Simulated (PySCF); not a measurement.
# Radial density of C⁺ (carbon, charge +1)

MN15, [He] 2s2 2p1, 2P determinant. Computed with PySCF 2.14 in x2c-TZVPall (5s3p2d1f, 31 functions), with scalar relativity by spin-free X2C-1e.

```json
{"r (bohr)": "0.00388", "4πr²ρ (e/bohr)": "0.02385", "4πr²(ρα − ρβ)": "0.0000"}
{"r (bohr)": "0.00653", "4πr²ρ (e/bohr)": "0.06521", "4πr²(ρα − ρβ)": "-0.0001"}
{"r (bohr)": "0.0110", "4πr²ρ (e/bohr)": "0.1729", "4πr²(ρα − ρβ)": "-0.0003"}
{"r (bohr)": "0.0185", "4πr²ρ (e/bohr)": "0.4449", "4πr²(ρα − ρβ)": "-0.0008"}
{"r (bohr)": "0.0311", "4πr²ρ (e/bohr)": "1.078", "4πr²(ρα − ρβ)": "-0.0019"}
{"r (bohr)": "0.0523", "4πr²ρ (e/bohr)": "2.364", "4πr²(ρα − ρβ)": "-0.0036"}
{"r (bohr)": "0.0879", "4πr²ρ (e/bohr)": "4.377", "4πr²(ρα − ρβ)": "-0.0041"}
{"r (bohr)": "0.148", "4πr²ρ (e/bohr)": "6.128", "4πr²(ρα − ρβ)": "0.0065"}
{"r (bohr)": "0.249", "4πr²ρ (e/bohr)": "5.424", "4πr²(ρα − ρβ)": "0.0552"}
{"r (bohr)": "0.419", "4πr²ρ (e/bohr)": "2.460", "4πr²(ρα − ρβ)": "0.2021"}
{"r (bohr)": "0.704", "4πr²ρ (e/bohr)": "1.496", "4πr²(ρα − ρβ)": "0.4807"}
{"r (bohr)": "1.18", "4πr²ρ (e/bohr)": "2.087", "4πr²(ρα − ρβ)": "0.6234"}
{"r (bohr)": "1.99", "4πr²ρ (e/bohr)": "0.9745", "4πr²(ρα − ρβ)": "0.3091"}
{"r (bohr)": "3.35", "4πr²ρ (e/bohr)": "0.08962", "4πr²(ρα − ρβ)": "0.0372"}
{"r (bohr)": "5.63", "4πr²ρ (e/bohr)": "0.001056", "4πr²(ρα − ρβ)": "0.0007"}
```

Densities and radii are taken from the X2C orbitals without a picture-change correction, which distorts them close to the nucleus.

Problem. Where is the radial spin density 4πr²(ρα − ρβ) most negative, and why is it negative at all?

Solution. Around r = 0.0879 bohr, down to -0.0041 e/bohr: exchange with the open shell polarises the paired shells in an unrestricted calculation.
